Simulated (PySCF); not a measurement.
All values below come from B3LYP-D3(BJ)/def2-TZVP (PySCF). Isolated molecules, 0 K electronic values unless said otherwise. One relaxed conformer stands for a flexible species; it need not be the lowest. B3LYP has the VWN-RPA correlation part, as in Gaussian. 

Reference species (SMILES): `C/C(N)=N/[H]` (neutral, multiplicity 1).

```yaml
HOMO–LUMO gap: 7.11 eV
HOMO: -6.76 eV
```

Changed species: `C(=N/[H])/CN`.

What does the change do to the HOMO–LUMO gap and HOMO?

the HOMO–LUMO gap falls by 0.87 eV, to 6.24 eV; the HOMO decreases by 0.02 eV, to -6.78 eV.
